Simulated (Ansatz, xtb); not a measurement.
## A geometry optimisation of CH2F3Si+ with r2SCAN-D4/def2-SVP

The starting geometry of this gas-phase singlet has its atoms placed at random.

```yaml
atoms:
  - { symbol: C, position_ang: [-0.4345, -1.6490, -0.0443] }
  - { symbol: F, position_ang: [0.8627, -0.6812, -1.7956] }
  - { symbol: F, position_ang: [-1.6806, 1.4094, -0.6696] }
  - { symbol: F, position_ang: [1.0792, -0.7468, -0.2205] }
  - { symbol: Si, position_ang: [-0.4590, 0.5433, -0.0527] }
  - { symbol: H, position_ang: [1.4561, -1.5348, -0.5375] }
  - { symbol: H, position_ang: [0.6630, 1.5251, 0.0629] }
```

Guess where an optimisation with r2SCAN-D4/def2-SVP ends from this start.

It falls apart into CHF2Si + FH (formulas without charges). Distances that change by over a tenth: F4–Si5 (2.01 → 2.77 Å). Contacts that close: C1–Si5 (2.19 → 1.92 Å), F2–Si5 (2.51 → 1.72 Å).

The energy falls by 8.64 eV over 17 steps:

```json
{"step": "1", "E − E(last) (eV)": "8.640"}
{"step": "3", "E − E(last) (eV)": "2.877"}
{"step": "5", "E − E(last) (eV)": "0.648"}
{"step": "6", "E − E(last) (eV)": "0.283"}
{"step": "8", "E − E(last) (eV)": "0.074"}
{"step": "10", "E − E(last) (eV)": "0.006"}
{"step": "12", "E − E(last) (eV)": "0.002"}
{"step": "13", "E − E(last) (eV)": "0.001"}
{"step": "15", "E − E(last) (eV)": "0.000"}
{"step": "17", "E − E(last) (eV)": "0.000"}
```

Final geometry (Å):

```xyz
7

C    -0.1876   -1.2051   -0.4133
F     0.1402   -0.1379   -1.8081
F    -1.9041    1.1545   -0.5973
F     1.4960   -1.2492    0.0824
Si   -0.4028    0.7023   -0.4063
H     1.7914   -2.1321   -0.1187
H     0.5539    1.7337    0.0041
```

From the same start GFN2-xTB ends elsewhere, in pieces: CHF2Si + FH.

From so rough a start the end depends on the optimiser's path, so another program may land elsewhere. The end wasn't checked by frequencies. Run with Ansatz 0.2.0, 48 s on 1 thread of Intel(R) Xeon(R) Platinum 8259CL CPU @ 2.50GHz (Skylake/Cascade Lake) (shared host).
